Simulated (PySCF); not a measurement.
# Ionisation energy of Ce⁴⁰⁺ by level of theory

Ce⁴⁰⁺ [Ar] → Ce⁴¹⁺ [Ne] 3s2 3p5 [3p1/2^2 3p3/2^3, M_J = 3/2], as a difference of total energies. All numbers are calculated (PySCF 2.14, the two-component X2C-1e Hamiltonian, in an even-tempered Gaussian basis (19 s from 8.5 bohr⁻², ratio 2.4; 14 p from 11 bohr⁻², ratio 2.4; 4 d from 44 bohr⁻², ratio 2.6; 4 f from 66 bohr⁻², ratio 2.6)). Correlated levels: 1s2 frozen; the 56 highest virtual spinors dropped. "Screened" scales the spin-orbit matrix elements by Boettger's factors to mimic the two-electron term; Breit and QED terms are absent.

| method | ionisation energy (eV) |
| --- | --- |
| GHF (spin-free) | 3122.6 |
| GMP2 (spin-free) | 3123.5 |
| GHF (screened spin-orbit) | 3088.4 |
| GMP2 (screened spin-orbit) | 3089.3 |

Breit and QED terms and the two-electron picture change are absent.

The spin-free rows lack the spin-orbit shift.

For comparison: 3087 ± 4 eV (theoretical estimate listed by NIST; NIST Atomic Spectra Database, ionization energies).
